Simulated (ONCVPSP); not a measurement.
What one change does to a pseudopotential (calcium, ONCV)

Ca, optimised norm-conserving Vanderbilt (ONCV), made with ONCVPSP 4.0.1 (PBE, scalar-relativistic). Core [Ne], reference 3s2 3p6 4s2. Waves: 3s+4s: rc 1.80 bohr, ncon 3, nbas 7, qcut 6.2 1/bohr, 2 projectors; 3p: rc 1.40 bohr, ncon 4, nbas 7, qcut 9.6 1/bohr, 2 projectors, debl 1.7 Ha; d scattering state at 0.33 Ha: rc 1.40 bohr, ncon 4, nbas 9, qcut 6.5 1/bohr, local. Local part: the d channel. Core correction: Teter function, fcfact 2.5, rcfact 1.7.

In the d channel the program set the typed energies aside and used 0.050 Ha.

All-electron outer shells of the reference configuration (PBE, scalar-relativistic, ld1.x):

```
shell  level (eV)  outermost node (bohr)  outermost maximum (bohr)
   3s      -47.09                   0.45                      0.99
   3p      -28.01                   0.42                      1.04
   4s       -3.77                   1.43                      3.42
```

Change: d: ncon 3, nbas 8.

Cutoffs: the cutoffs (Ha) at which the residual kinetic energy of the hardest occupied pseudo-wave falls to 1 and 0.1 mHa per electron; they do not see the model core or the augmentation charge, which bear on the density cutoff. Errors are all-electron minus pseudo energies relative to the spin-unpolarised reference configuration.

Question: Predict the effect on cutoff, ghosts and configuration errors.

Answer: The potential gets neither clearly harder nor softer (22 Ha and 32 Ha → 22 Ha and 32 Ha); a bound ghost appears in s, which as a rule spoils a file; the errors of the 4 common tests hardly move.

| quantity | base | changed |
| --- | --- | --- |
| cutoff, loose | 22 Ha | 22 Ha |
| cutoff, tight | 32 Ha | 32 Ha |
| bound ghosts | none | s |
| GHOST(+) flags under 300 eV | s at 279.5 eV | none |
| error for 3s2 3p6 4s1, meV [ΔE 6.31 eV] | -0.4 | -0.4 |
| error for 3s2 3p6 4s0, meV [ΔE 18.13 eV] | -2.5 | -2.6 |
| error for 3s2 3p6 4s1.5, meV [ΔE 2.50 eV] | -0.1 | -0.1 |
| error for 3s2 3p6 3d0.5 4s1.5, meV [ΔE 1.05 eV] | -3.9 | -3.6 |
| s: phases at 1.83 bohr within 0.05 rad from the reference energy up to (Ha; the scan ends near 5) | to the end of the scan | to the end of the scan |
| p: phases at 1.42 bohr within 0.05 rad from the reference energy up to (Ha; the scan ends near 5) | 3.7 | 3.5 |
| d: phases at 1.42 bohr within 0.05 rad from the reference energy up to (Ha; the scan ends near 5) | 2.0 | 1.8 |
| rms error of d²Exc/dni dnj with the model core, mHa | 2.16 | 2.16 |

 A true bound ghost makes a file unfit for plane-wave use even where its test errors are small: the radial tests pick states by their node count and pass the ghost by.
